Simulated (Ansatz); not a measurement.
Relaxation of a periodic cell of 36 atoms, H$_{6}$C$_{2}$O (contents 4 CH3CH2OH, density as packed 0.79 g/cm³ with natural masses), to a largest force component of 0.3 eV/Å in at most 15 steps.

Theory: DFT PBEsol, scalar-relativistic, plane waves, PAW in Ansatz. Settings: accuracy low, cutoff 420 eV, k mesh 1x1x1, fermi-dirac smearing 0.05 eV, no spin polarisation.

```xyz
36
Lattice="7.2936 0.0000 0.0000 0.0000 7.2936 0.0000 0.0000 0.0000 7.2936" Properties=species:S:1:pos:R:3
C 6.938 6.410 3.727
C 6.695 6.229 5.208
O 6.752 7.524 5.804
H 6.597 7.418 6.757
H 5.715 5.761 5.377
H 7.458 5.565 5.639
H 6.907 5.446 3.210
H 6.174 7.062 3.300
H 7.915 6.867 3.561
C 4.276 4.292 -0.107
C 3.025 4.286 0.742
O 3.081 3.122 1.565
H 2.280 3.110 2.114
H 2.978 5.198 1.354
H 2.133 4.271 0.100
H 4.293 5.165 -0.764
H 5.161 4.315 0.532
H 4.316 3.389 -0.719
C 6.889 2.354 1.338
C 6.880 3.239 2.564
O 5.603 3.873 2.614
H 5.588 4.444 3.400
H 7.056 2.637 3.467
H 7.686 3.983 2.499
H 7.848 1.836 1.243
H 6.093 1.610 1.408
H 6.723 2.955 0.442
C 3.308 7.624 2.648
C 3.298 6.417 3.559
O 3.038 6.890 4.880
H 3.029 6.121 5.472
H 2.524 5.707 3.237
H 4.266 5.898 3.511
H 3.504 7.326 1.615
H 2.343 8.133 2.691
H 4.083 8.325 2.965
```

**Question.** Where does it end, and by what steps?

**Answer.** The forces met the threshold. The threshold is loose, so the end isn't yet a minimum. Limits of this set-up: coarse k mesh, low accuracy level. After 2 steps the energy has fallen by 0.385 eV; H9 moved furthest, 0.38 Å.

```
step  energy less start (eV)  largest force component (eV/Å)  accepted
   0                  0.0000                           0.690       yes
   1                 -0.2540                           0.380       yes
   2                 -0.3850                           0.186       yes
```

```xyz
36
Lattice="7.2936 0.0000 0.0000 0.0000 7.2936 0.0000 0.0000 0.0000 7.2936" Properties=species:S:1:pos:R:3
C 7.059 6.653 3.806
C 6.717 6.395 5.251
O 6.671 7.656 5.906
H 6.459 7.517 6.845
H 5.732 5.877 5.331
H 7.477 5.729 5.715
H 7.143 5.715 3.230
H 6.273 7.265 3.333
H 8.028 7.177 3.750
C 4.134 4.283 -0.195
C 2.869 4.303 0.625
O 2.882 3.185 1.501
H 2.101 3.240 2.081
H 2.824 5.243 1.208
H 1.973 4.272 -0.033
H 4.181 5.163 -0.861
H 5.000 4.335 0.485
H 4.207 3.367 -0.803
C 6.972 2.177 1.324
C 7.001 3.034 2.565
O 5.751 3.697 2.657
H 5.715 4.206 3.490
H 7.183 2.428 3.475
H 7.828 3.783 2.482
H 7.921 1.630 1.199
H 6.129 1.466 1.396
H 6.816 2.790 0.423
C 3.355 7.596 2.675
C 3.309 6.399 3.591
O 2.906 6.847 4.879
H 2.870 6.077 5.471
H 2.593 5.639 3.208
H 4.309 5.912 3.628
H 3.643 7.322 1.648
H 2.358 8.071 2.626
H 4.067 8.356 3.042
```

Time of the run: 7.8 s on 1 thread of Arm Neoverse V2, with other jobs on the host, peak memory 0.39 GiB.
